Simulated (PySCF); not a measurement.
## C₆ coefficients of unlike pairs at PBE0

Calculated with PySCF 2.14 from the dipole response of each species, C₆(A,B) = (3/π) ∫ α_A(iu) α_B(iu) du, in atomic units, from isotropic polarisabilities. For ions this is the dispersion term alone; charge-induced terms of lower order in 1/R come first.

| species | configuration | basis | relativity | α (bohr³) | C₆ (like pair) |
| --- | --- | --- | --- | --- | --- |
| Cu⁺ | [Ar] 3d10 (1S) | aug-cc-pVQZ-PP with ECP10MDF (7s7p6d4f3g2h) | core potential | 6.803 | 22.33 |
| Fe²⁺ | [Ar] 3d6 (5D) | aug-cc-pwCVTZ-DK (10s9p7d4f3g) | spin-free X2C | 3.724 | 10.84 |
| Te⁺ | [Kr] 4d10 5s2 5p3 (4S) | aug-cc-pVQZ-PP with one added diffuse shell each of s, p, d, f, g type with ECP28MDF (8s8p6d4f3g) | core potential | 22.22 | 185.4 |
| Mn | [Ar] 3d5 4s2 (6S) | aug-cc-pwCVTZ (10s9p7d4f3g) | none | 79.83 | 773.6 |

(1) Estimate C₆ for Mn with Te⁺.

No spin-orbit coupling is included.

The other pairs:

| pair | C₆ |
| --- | --- |
| Mn, Fe²⁺ | 66.56 |
| Te⁺, Cu⁺ | 62.71 |
| Fe²⁺, Cu⁺ | 15.35 |
| Mn, Cu⁺ | 107.9 |
| Te⁺, Fe²⁺ | 41.58 |

Answers

(1) The integral gives 337.0. The combination rule 2 C_A C_B / (C_A α_B/α_A + C_B α_A/α_B) gives 325.4 and the geometric mean 378.7.
